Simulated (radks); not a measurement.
Values are calculated unless marked as measured or tabulated.
The barium ion Ba12+, 44 electrons, occupied as [Kr] 4d8 (the NIST ground configuration). Code: a radial shooting solver on a logarithmic mesh with Libxc functionals. Model: Dirac Kohn-Sham, PBE, spin-unpolarised, spherical densities, finite nucleus; open shells fill j = l - 1/2 first; Fermi nuclear charge, rms radius 4.8378 fm.

Normalised radial functions P(r) = r R(r) (large component), r in bohr:

r,4d3/2
0.001905,0.0000
0.002461,0.0001
0.003154,0.0002
0.004074,0.0003
0.005221,0.0006
0.00669,0.0011
0.008642,0.0021
0.01107,0.0041
0.01431,0.0079
0.01833,0.0149
0.02368,0.0284
0.03035,0.0516
0.03889,0.0914
0.05023,0.1584
0.06437,0.2568
0.08315,0.3956
0.1066,0.5525
0.1376,0.6934
0.1764,0.7341
0.226,0.5910
0.292,0.1959
0.3741,-0.3725
0.4833,-0.9558
0.6193,-1.2746
0.8,-1.2061
1.025,-0.8449
1.314,-0.4304
1.697,-0.1440
2.175,-0.0303

4d3/2: eigenvalue -287.00 eV, 1 radial node at r = 0.320 bohr, <r> = 0.746 bohr, 90 % of the charge inside 1.11 bohr.
